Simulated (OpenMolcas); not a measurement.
Ni.

```yaml
Program: OpenMolcas 26.06
Method: CASSCF
Basis: ANO-RCC-VQZP [7s6p4d3f2g1h]
Scalar_Hamiltonian: DKH2, point nucleus
Active_space: 8 electrons in 5 orbitals (3d)
State_averaging: 2S+1 = 3 even, 10 roots; 2S+1 = 1 even, 15 roots (14 in the spin-orbit step)
Spin-orbit_coupling: RASSI with atomic mean-field integrals over the reference wave functions, term energies averaged over their components
```

Levels without dynamic correlation, in cm-1 above 3d8 4s2 3F4:

```json
{"Level": "3d8 4s2 3P2", "E": "20308"}
{"Level": "3d8 4s2 1D2", "E": "16738"}
{"Level": "3d8 4s2 1G4", "E": "25957"}
```

On this reference, SS-CASPT2, IPEA 0.25 Eh, imaginary shift 0.1 Eh (closed shells correlated: 3s 3p 4s) puts 3d8 4s2 3P2 at 16170 cm-1.

**Question.** Estimate the other levels at that method by one scale factor, and say how well it serves.

**Answer.** The factor is 16170 / 20308 = 0.796. Scaled values beside those that SS-CASPT2 gives:
```csv
Level,Scaled,SS-CASPT2,Miss (%)
3d8 4s2 1D2,13323,12580,+5.9
3d8 4s2 1G4,20662,21990,-6.0
```
For these levels the scaled values miss SS-CASPT2 by up to 6.0 %, as correlation changes each term by its own factor, spin-orbit parts do not scale and CASPT2 has its own spread within terms. This holds within one configuration; levels of others move differently, and the target method has errors of its own against measurement.

Term energies are means over components that CASPT2 splits; among the terms shown or strongly mixed into the levels shown the widest spread is 1400 cm-1 (3d8 4s2 3F, SS-CASPT2). Some high roots are left out of the spin-orbit mixing, which shifts the levels that they would mix with. With the s shell closed, the reference lacks s² → p², s² → d² and s → d mixing, so excited terms can stand far too high and out of order, with CASPT2 too. Without dynamic correlation excited terms often stand tens of per cent too high (terms of higher spin than the ground term too low), and those without a measured partner can miss by more than the paired ones (holds for CASSCF). Only configurations of the active space appear.
